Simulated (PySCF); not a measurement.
Compound: C3H12BP.
Bonds: B1–P2, P2–C3, P2–C4, P2–C5. Hydrogens: H6, H7, H8 on B1; H9, H10, H11 on C3; H12, H13, H14 on C4; H15, H16, H17 on C5.

Method used: delta-SCF UKS SCAN, pcX-3 on the ionised atom, pcseg-2 elsewhere, spin-free X2C in PySCF. Each binding energy is the total energy of the core-ionised species, with the hole localised on one atom, minus that of the ground state; both are solved self-consistently, so orbital relaxation is included.

Some binding energies are withheld.

| atom(s) | bonded to | level | binding energy (eV) |
| --- | --- | --- | --- |
| B1 | 3 H and P | B 1s | 192.71 |
| C3/C4/C5 | 3 H and P | C 1s | 290.84 |
| P2 | 3 C and B | P 1s | ? |
| P2 | 3 C and B | P 2p3/2 | ? |

(1) Fill in P 1s for P2.

(2) Fill in P 2p3/2 for P2.

(3) Which photon wavelength matches the P 1s of P2 threshold?

Results:

(1) 2150.72 eV (phosphorus bonded to B and 3 C).

(2) 136.95 eV (phosphorus bonded to B and 3 C), with 2p1/2 at 137.85 eV.

(3) λ = hc/E = 12398.42 eV Å / 2150.72 eV = 5.765 Å.

The first atom of each set that the bonding makes equivalent was ionised and stands for the set. Spin–orbit coupling isn't in the SCF: each 2p doublet comes from a relaxed spin-free hole plus a matrix of the shell (mean-field spin–orbit coupling and the ground-state 2p splitting), with 2p3/2 averaged over its two sublevels. 2p1/2 minus 2p3/2 (ligand field included): P 0.90 eV. Geometry: PBE0-D3(BJ)/def2-TZVP; no solvent, vibrations or thermal averaging.
